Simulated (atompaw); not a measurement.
cerium: one change to a PAW (atompaw) potential, before and after

Ce, PAW, made with atompaw 4.2.0.5 (PBEsol, scalar-relativistic). Core [Kr] 4d10 5s2, reference 4f1 5p6 5d1 6s1.75 6p0.25. Waves: 6s (bound): rc 3.00 bohr; 6s channel at 0.6 Ry: rc 3.00 bohr; 5p (bound): rc 2.65 bohr; 6p (bound): rc 3.00 bohr; 5d (bound): rc 3.00 bohr; 5d channel at 4.05 Ry: rc 3.00 bohr; 4f (bound): rc 1.40 bohr; 4f channel at 0.25 Ry: rc 1.40 bohr. Local part: troulliermartins scheme with l = 4 at 0.5 Ry, radius 2.85 bohr. Core correction: smooth core density matched at 2.20 bohr. Augmentation charge: sinc compensation charge, radius 2.80 bohr; PAW radius 3.00 bohr; waves and projectors: custom polynom gramschmidtortho.

All-electron outer shells of the reference configuration (PBEsol, scalar-relativistic, ld1.x):

```csv
shell,level (eV),outermost node (bohr),outermost maximum (bohr)
4d,-110.69,0.31,0.66
5s,-40.91,0.75,1.37
5p,-23.51,0.81,1.55
4f,-5.71,–,0.71
6s,-3.94,1.82,3.72
5d,-3.31,0.92,2.15
6p,-1.48,2.15,4.84
```

Change: local potential troulliermartins scheme with l = 4 at 0.5 Ry, radius 2.48 bohr.

Cutoffs: the cutoffs (Ry, on a coarse ladder) from which the occupation-weighted sum of valence levels, in a spherical-Bessel basis at the reference potential, stays within 10 and 1 mRy of its value at 400 Ry; they do not see the model core or the augmentation charge, which bear on the density cutoff.

What does the change do?

The potential gets neither clearly harder nor softer (60 Ry and 100 Ry → 60 Ry and 100 Ry); both files keep a bound ghost (s).

```csv
quantity,base,changed
"cutoff, loose",60 Ry,60 Ry
"cutoff, tight",100 Ry,100 Ry
bound ghosts,s,s
s: phases at 3.01 bohr within 0.05 rad from the reference energy up to (Ry; the scan ends near 5),4.2,3.9
p: phases at 3.01 bohr within 0.05 rad from the reference energy up to (Ry; the scan ends near 5),1.0,0.9
d: phases at 3.01 bohr within 0.05 rad from the reference energy up to (Ry; the scan ends near 5),to the end of the scan,to the end of the scan
f: phases at 3.01 bohr within 0.05 rad from the reference energy up to (Ry; the scan ends near 5),4.5,4.9
lowest overlap eigenvalue by channel,"s 0.48, p 0.74, d 0.81, f 0.98","s 0.46, p 0.75, d 0.81, f 0.99"
```

 A true bound ghost makes a file unfit for plane-wave use even where its test errors are small: the radial tests pick states by their node count and pass the ghost by. The cutoffs see the waves, projectors and local potential, not the compensation charge or the core.
